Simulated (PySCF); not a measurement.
A PySCF script (with the pyscf-properties extension) for the NMR shieldings of `CC#C[P@@](=N)(NC)C1CC1`, C₇H₁₃N₂P, on a GFN2-xTB geometry:

```python
import basis_set_exchange as bse
import numpy as np
from pyscf import gto, dft
from pyscf.prop import nmr

atoms = """
C     3.278468   -1.006835   -1.193769
C     2.060065   -0.524362   -0.586167
C     1.008324   -0.168672   -0.114456
P    -0.378768    0.580998    0.737163
N    -0.089710    1.320039    2.073637
N    -1.048616    1.700861   -0.291072
C    -0.686685    3.099777   -0.192967
C    -1.606980   -0.769027    0.665737
C    -1.623060   -1.736488   -0.479372
C    -1.126374   -2.176923    0.856032
H     3.147536   -1.107799   -2.271296
H     3.542002   -1.978183   -0.775442
H     4.090047   -0.306398   -0.998279
H     0.243388    0.726594    2.817924
H    -1.192189    1.363313   -1.235351
H    -1.550033    3.719215   -0.444606
H    -0.404869    3.279410    0.842315
H     0.148379    3.373923   -0.844299
H    -2.549412   -0.481515    1.121715
H    -0.894533   -1.600880   -1.266047
H    -2.580553   -2.098868   -0.823238
H    -1.730259   -2.853262    1.442469
H    -0.060922   -2.327934    0.969445
"""
names = dict.fromkeys(["C", "P", "N", "H"], "pcSseg-1")
basis = {el: gto.basis.parse(bse.get_basis(n, elements=[el], fmt="nwchem")) for el, n in names.items()}
mol = gto.M(atom=atoms, basis=basis, charge=0, verbose=0)
mf = dft.RKS(mol, xc="PBE0")
mf.grids.level = 2
mf.grids.alignment = dft.numint.BLKSIZE   # the property module wants whole blocks of grid points
mf.conv_tol = 1e-9
mf.kernel()

calc = nmr.RKS(mf)   # GIAO
C = mf.mo_coeff
Co = C[:, mf.mo_occ > 0]
resp = mf.gen_response(singlet=True, hermi=2)
def vind(x):   # induced exchange potential for any number of trial vectors
    d = np.einsum("pi,xij,qj->xpq", C, 2 * x.reshape(-1, C.shape[1], Co.shape[1]), Co, optimize=True)
    return np.einsum("xpq,pi,qj->xij", resp(d - d.transpose(0, 2, 1)), C, Co, optimize=True).ravel()
mo1, _ = nmr.rhf.solve_mo1(calc, with_cphf=vind)
sigma = calc.kernel(mo1)
for i, s in enumerate(sigma):   # ppm
    print("%2d %-2s %9.2f" % (i, mol.atom_pure_symbol(i), np.trace(s) / 3))
```

Question: Give the expected output.

Answer: 
```
 0 C     181.66
 1 C      80.70
 2 C     105.03
 3 P     318.55
 4 N     213.95
 5 N     213.84
 6 C     160.64
 7 C     169.66
 8 C     183.50
 9 C     184.90
10 H      29.73
11 H      29.71
12 H      29.66
13 H      30.88
14 H      30.91
15 H      29.11
16 H      27.28
17 H      29.34
18 H      31.05
19 H      31.34
20 H      31.17
21 H      31.18
22 H      31.21
```

These numbers come from an equivalent density-fitted implementation of the same equations, which agrees with the script to about 0.01 ppm for H and up to a few tenths of a ppm for heavy atoms, so last digits may differ.

Question: Turn these shieldings into chemical shifts. Chemical shifts δ = σref − σ; TMS for $^{13}$C (σ = 186.93 ppm), $^{1}$H (σ = 31.72 ppm); $^{31}$P (σ = 318.38 ppm) against H3PO4; $^{15}$N (σ = 267.73 ppm) vs NH3, all at this level.

Answer: Averaging equivalent atoms: C 1: 106.2; C 2: 81.9; C 6: 26.3; C 7: 17.3; C 0: 5.3; C 8: 3.4; C 9: 2.0; P 3: -0.2; N 5: 53.9; N 4: 53.8; H 15/16/17: 3.14; H 10/11/12: 2.02; H 13: 0.84; H 14: 0.81; H 18: 0.66; H 20: 0.54; H 21: 0.54; H 22: 0.50; H 19: 0.38 ppm. Experimental scales use liquid or dissolved standards, which lie at an offset from isolated NH3 (liquid NH3: subtract about 20 ppm) and H3PO4.

Size and cost of the density-fitted run: 242 basis functions, 100 s wall time on 1 thread of an Arm Neoverse N1, shared host; peak memory 1 GiB.
